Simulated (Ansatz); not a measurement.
Consider the ligand exchange at a Ge–C bond: `F/C=[CH]/[GeH3]` + `OC(O)=S` → `OC(=S)[O][GeH3]` + `C=CF`.

Gas-phase electronic energies from Ansatz, PBE0-D4/def2-TZVP geometries. CCSD(T)/CBS is the MP2 limit (def2-TZVPP, def2-QZVPP) plus CCSD(T) − MP2 in def2-TZVPP, frozen cores. Functionals use def2-TZVPP. B3LYP here is the variant with VWN-RPA as its local correlation; programs differ in this. For Ge outer-core shells are correlated without core-valence functions, which leaves a few kJ/mol of doubt a bond. Scalar relativity is left out up to krypton. One conformer a species, not always the lowest.

```tsv
level	ΔE (kJ/mol)	difference from CCSD(T)/CBS
PBE-D4	-33.6	5.2
r2SCAN-D4	-39.0	-0.2
PBE0-D4	-34.1	4.7
B3LYP-D4	-45.3	-6.5
ωB97X-V	-41.7	-2.9
ωB97M-V	-40.0	-1.2
B2PLYP	-43.4	-4.6
PBE	-32.1	6.7
r2SCAN	-38.6	0.2
PBE0	-32.7	6.1
B3LYP	-42.8	-4.0
HF/def2-TZVPP	-53.4	-14.6
MP2/def2-TZVPP	-38.9	-0.1
SCS-MP2/def2-TZVPP	-43.2	-4.4
CCSD/def2-TZVPP	-40.7	-1.9
CCSD(T)/def2-TZVPP	-39.8	-1.0
HF/def2-QZVPP	-54.8	-16.0
MP2/def2-QZVPP	-38.9	-0.1
SCS-MP2/def2-QZVPP	-43.2	-4.4
HF/CBS(def2)	-55.0	-16.2
MP2/CBS(def2)	-38.0	0.8
CCSD/CBS(def2)	-39.8	-1.0
CCSD(T)/CBS	-38.8	0
```

Largest T1 diagnostic among the species: 0.016.

In def2-TZVPP, CCSD(T) changes the Hartree–Fock value by +13.7 kJ/mol (the triples alone add +0.9 kJ/mol) and MP2 by +14.5 kJ/mol.
